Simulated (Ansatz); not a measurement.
Mulliken charges of FH4O3Si2 (`O[SiH]O[SiH](O)F`) radical from ωB97M-V/def2-TZVPP in Ansatz (PBE0-D4/def2-TZVP geometry).

```
atom   x (Å)   y (Å)   z (Å)  charge (e)
  O1   0.236   1.208   1.815      -0.362
 Si2  -0.364  -0.316   1.894       0.396
  O3  -0.239  -1.047   0.413      -0.362
 Si4  -0.100  -0.618  -1.133       0.720
  O5  -0.235   1.015  -1.169      -0.395
  F6   1.323  -1.036  -1.698      -0.299
  H7   0.067   1.676   0.990       0.195
  H8   0.493  -1.070   2.855      -0.027
  H9  -1.103  -1.289  -1.972      -0.050
 H10  -0.078   1.476  -1.995       0.184
```

**Question.** By hand: the dipole of these point charges (1 e Å = 4.8032 D).

**Answer.** Σ q r = (-0.477, -0.028, -0.055) e Å, of length 0.481 e Å = 2.31 D.

**Question.** How does the dipole of the full density compare? (Estimate.)

**Answer.** Computed: (-0.239, 0.229, -0.454) e Å, 2.70 D; the point charges give 0.86 times that, at 61° from its direction.

Point charges leave out the atoms' own dipoles, such as those of lone pairs, and Mulliken's split depends on the basis, so the two needn't agree.
